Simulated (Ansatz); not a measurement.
Steps of a relaxation of `[SiH3][SiH]1C[SiH2]S1` with RKS PBE0-D4/def2-TZVP.

```sh
$ ansatz run in.yaml --threads 4 --pin off --events-out ev --progress --plain --max-ram 10444MiB
```

```yaml
crystal:
  periodic: [false, false, false]
  atoms:
    - {symbol: Si, position_ang: [-2.362868, -0.163158, -0.001329]}
    - {symbol: Si, position_ang: [-0.224704, 0.066017, 0.947262]}
    - {symbol: C, position_ang: [1.151661, -0.866652, 0.008805]}
    - {symbol: Si, position_ang: [1.896005, 0.755596, -0.657640]}
    - {symbol: S, position_ang: [0.565020, 2.061948, 0.479192]}
    - {symbol: H, position_ang: [-3.286079, 0.901339, 0.526738]}
    - {symbol: H, position_ang: [-2.962194, -1.515924, 0.292038]}
    - {symbol: H, position_ang: [-2.237112, -0.006346, -1.494626]}
    - {symbol: H, position_ang: [-0.238393, -0.193321, 2.432660]}
    - {symbol: H, position_ang: [1.841732, -1.393470, 0.699323]}
    - {symbol: H, position_ang: [0.802506, -1.579873, -0.764452]}
    - {symbol: H, position_ang: [1.731507, 0.925297, -2.144902]}
    - {symbol: H, position_ang: [3.343319, 0.973947, -0.308368]}
basis:
  gaussian: {orbitals: def2-TZVP}
hamiltonian: {xc: pbe0, dispersion: d4}
relax: {f_tol: 0.005, max_steps: 150}
```

Positions (Å) and forces (eV/Å) along the path, 11 of 17 steps:

```xyz
13
step=1 energy=-35623.9914 eV
Si   -2.363   -0.163   -0.001   -0.168   -0.030   -0.082
Si   -0.225    0.066    0.947    0.307    0.167   -0.112
C     1.152   -0.867    0.009    0.080   -0.127    0.005
Si    1.896    0.756   -0.658   -0.207   -0.059    0.151
S     0.565    2.062    0.479    0.148   -0.671   -0.140
H    -3.286    0.901    0.527    0.194   -0.218   -0.104
H    -2.962   -1.516    0.292    0.132    0.286   -0.059
H    -2.237   -0.006   -1.495   -0.024   -0.034    0.322
H    -0.238   -0.193    2.433    0.010    0.069   -0.316
H     1.842   -1.393    0.699   -0.347    0.270   -0.350
H     0.803   -1.580   -0.764    0.176    0.395    0.400
H     1.732    0.925   -2.145    0.026   -0.020    0.354
H     3.343    0.974   -0.308   -0.326   -0.029   -0.068
13
step=3 energy=-35624.0488 eV
Si   -2.345   -0.166   -0.005   -0.005    0.008    0.015
Si   -0.216    0.075    0.928    0.002   -0.028   -0.045
C     1.142   -0.860    0.007    0.000    0.043    0.020
Si    1.879    0.744   -0.642    0.002   -0.042   -0.005
S     0.571    2.037    0.474    0.011    0.020    0.003
H    -3.252    0.887    0.524   -0.015    0.003    0.001
H    -2.929   -1.503    0.294   -0.001   -0.008    0.005
H    -2.235   -0.014   -1.481    0.005    0.000   -0.003
H    -0.230   -0.177    2.396   -0.004    0.001    0.005
H     1.814   -1.385    0.687    0.012   -0.012    0.007
H     0.796   -1.553   -0.761   -0.007   -0.005   -0.008
H     1.718    0.917   -2.108   -0.008    0.012   -0.009
H     3.307    0.964   -0.299    0.007    0.008    0.013
13
step=4 energy=-35624.0491 eV
Si   -2.351   -0.165   -0.001    0.009    0.000   -0.011
Si   -0.216    0.074    0.921   -0.011    0.008    0.009
C     1.145   -0.860    0.006   -0.007    0.005   -0.004
Si    1.883    0.742   -0.642    0.006    0.002    0.001
S     0.576    2.036    0.472   -0.004    0.009    0.004
H    -3.262    0.885    0.526    0.003    0.001    0.005
H    -2.932   -1.503    0.299    0.003   -0.005    0.003
H    -2.239   -0.013   -1.477   -0.010   -0.002   -0.006
H    -0.234   -0.177    2.389    0.004   -0.001    0.006
H     1.816   -1.385    0.688    0.002   -0.006    0.006
H     0.801   -1.553   -0.762   -0.001   -0.009   -0.009
H     1.721    0.919   -2.109    0.003   -0.001   -0.004
H     3.311    0.964   -0.295    0.004   -0.002    0.000
13
step=6 energy=-35624.0496 eV
Si   -2.357   -0.170    0.002   -0.005    0.000    0.006
Si   -0.218    0.087    0.911   -0.001   -0.002   -0.015
C     1.138   -0.856   -0.004    0.007   -0.012    0.008
Si    1.899    0.743   -0.636   -0.005   -0.003   -0.005
S     0.578    2.046    0.453    0.004   -0.002   -0.003
H    -3.274    0.871    0.541    0.000   -0.003   -0.002
H    -2.915   -1.515    0.319    0.001    0.005   -0.002
H    -2.272   -0.025   -1.477    0.003    0.000    0.008
H    -0.229   -0.159    2.380   -0.001   -0.001   -0.003
H     1.796   -1.399    0.676   -0.005    0.006   -0.012
H     0.788   -1.535   -0.783    0.004    0.010    0.011
H     1.766    0.922   -2.106    0.004    0.003    0.004
H     3.322    0.954   -0.262   -0.005   -0.001    0.003
13
step=9 energy=-35624.0500 eV
Si   -2.377   -0.181    0.022    0.000   -0.003   -0.004
Si   -0.222    0.104    0.884   -0.003   -0.013    0.003
C     1.129   -0.849   -0.027    0.012   -0.009    0.007
Si    1.927    0.743   -0.629    0.008    0.010   -0.008
S     0.564    2.058    0.394    0.007   -0.009   -0.010
H    -3.297    0.848    0.576    0.001    0.000   -0.001
H    -2.907   -1.533    0.356    0.004    0.010   -0.002
H    -2.326   -0.040   -1.459   -0.002   -0.001    0.004
H    -0.213   -0.126    2.356    0.004    0.004   -0.003
H     1.768   -1.422    0.648   -0.006    0.006   -0.010
H     0.772   -1.504   -0.823   -0.001    0.007    0.004
H     1.872    0.925   -2.104    0.000   -0.002    0.027
H     3.331    0.942   -0.181   -0.024   -0.002   -0.007
13
step=10 energy=-35624.0501 eV
Si   -2.380   -0.181    0.025    0.001   -0.016    0.003
Si   -0.222    0.102    0.881   -0.004    0.003   -0.001
C     1.129   -0.850   -0.030    0.010   -0.004    0.008
Si    1.929    0.743   -0.627    0.012    0.016   -0.008
S     0.554    2.057    0.381    0.016   -0.011   -0.012
H    -3.298    0.848    0.581    0.003    0.002    0.000
H    -2.910   -1.532    0.363   -0.002    0.006   -0.002
H    -2.334   -0.043   -1.456    0.002    0.000    0.003
H    -0.205   -0.122    2.354   -0.001   -0.001   -0.005
H     1.767   -1.428    0.641   -0.007    0.004   -0.008
H     0.771   -1.500   -0.830   -0.001    0.006    0.002
H     1.891    0.925   -2.104   -0.001   -0.004    0.029
H     3.328    0.944   -0.164   -0.026   -0.004   -0.009
13
step=11 energy=-35624.0501 eV
Si   -2.380   -0.183    0.025    0.000   -0.004    0.000
Si   -0.222    0.101    0.881    0.001    0.001    0.001
C     1.130   -0.850   -0.031    0.010   -0.001    0.006
Si    1.929    0.744   -0.627    0.003    0.012   -0.008
S     0.552    2.057    0.379    0.008   -0.008   -0.005
H    -3.294    0.851    0.580    0.000    0.000    0.000
H    -2.915   -1.531    0.364    0.001    0.004    0.000
H    -2.333   -0.045   -1.456    0.001   -0.001    0.002
H    -0.204   -0.122    2.354   -0.002   -0.002   -0.004
H     1.768   -1.428    0.640   -0.006    0.002   -0.006
H     0.772   -1.499   -0.830    0.000    0.005    0.001
H     1.891    0.926   -2.102    0.002   -0.005    0.020
H     3.327    0.946   -0.162   -0.018   -0.003   -0.006
13
step=13 energy=-35624.0502 eV
Si   -2.380   -0.184    0.027   -0.001    0.000    0.001
Si   -0.222    0.101    0.880    0.000    0.005   -0.005
C     1.129   -0.849   -0.034    0.003   -0.001    0.002
Si    1.931    0.745   -0.625   -0.005    0.004    0.000
S     0.551    2.057    0.378    0.000    0.001    0.001
H    -3.292    0.856    0.574    0.000    0.000    0.000
H    -2.919   -1.529    0.376    0.000    0.000    0.000
H    -2.333   -0.059   -1.455    0.000    0.000    0.000
H    -0.203   -0.123    2.353    0.002   -0.001   -0.001
H     1.765   -1.433    0.634    0.002   -0.005    0.000
H     0.769   -1.492   -0.838   -0.001   -0.001    0.001
H     1.898    0.928   -2.099    0.000    0.000    0.001
H     3.327    0.947   -0.156    0.000   -0.002    0.001
13
step=14 energy=-35624.0502 eV
Si   -2.381   -0.185    0.028    0.000    0.000    0.000
Si   -0.222    0.101    0.879    0.002   -0.001    0.000
C     1.130   -0.849   -0.035   -0.001   -0.002   -0.001
Si    1.931    0.746   -0.624    0.000   -0.003    0.001
S     0.550    2.058    0.376    0.000   -0.001   -0.001
H    -3.292    0.857    0.573    0.000    0.000    0.000
H    -2.920   -1.528    0.380    0.000    0.000    0.000
H    -2.334   -0.062   -1.454    0.000    0.000    0.000
H    -0.201   -0.123    2.352   -0.001    0.001    0.001
H     1.765   -1.434    0.632   -0.002    0.003   -0.003
H     0.768   -1.491   -0.839    0.002    0.002    0.001
H     1.901    0.929   -2.099    0.000    0.001   -0.001
H     3.326    0.946   -0.153    0.001    0.001    0.001
13
step=15 energy=-35624.0502 eV
Si   -2.382   -0.186    0.030    0.001    0.000   -0.001
Si   -0.222    0.101    0.877    0.000    0.001    0.000
C     1.129   -0.849   -0.037   -0.002    0.000   -0.001
Si    1.933    0.747   -0.623    0.001   -0.001    0.001
S     0.547    2.058    0.371    0.000   -0.002    0.000
H    -3.291    0.858    0.573    0.000    0.000    0.000
H    -2.923   -1.528    0.385    0.000   -0.001    0.001
H    -2.337   -0.066   -1.453   -0.001    0.000    0.000
H    -0.199   -0.122    2.350    0.000    0.000    0.001
H     1.764   -1.437    0.628   -0.002    0.001   -0.002
H     0.767   -1.488   -0.844    0.002    0.001    0.002
H     1.909    0.930   -2.098    0.000    0.000   -0.001
H     3.325    0.947   -0.145    0.001    0.000    0.000
13
step=17 energy=-35624.0502 eV
Si   -2.387   -0.189    0.035    0.001    0.001   -0.004
Si   -0.223    0.103    0.871    0.000    0.002    0.003
C     1.128   -0.847   -0.044    0.000   -0.001   -0.003
Si    1.939    0.748   -0.620    0.002    0.000   -0.001
S     0.543    2.059    0.359   -0.001    0.000    0.001
H    -3.292    0.860    0.574    0.000   -0.001    0.001
H    -2.927   -1.528    0.403    0.001    0.001    0.000
H    -2.347   -0.082   -1.449   -0.001    0.000    0.000
H    -0.194   -0.117    2.345    0.002    0.000   -0.001
H     1.757   -1.445    0.617    0.000   -0.001    0.000
H     0.763   -1.477   -0.857    0.001    0.000    0.001
H     1.935    0.934   -2.095    0.000    0.000    0.003
H     3.326    0.946   -0.124   -0.003   -0.001   -0.001
```

It took 94 s on 4 threads of an Arm Neoverse V1 on a shared host, with 0.78 GiB of host memory at the peak.
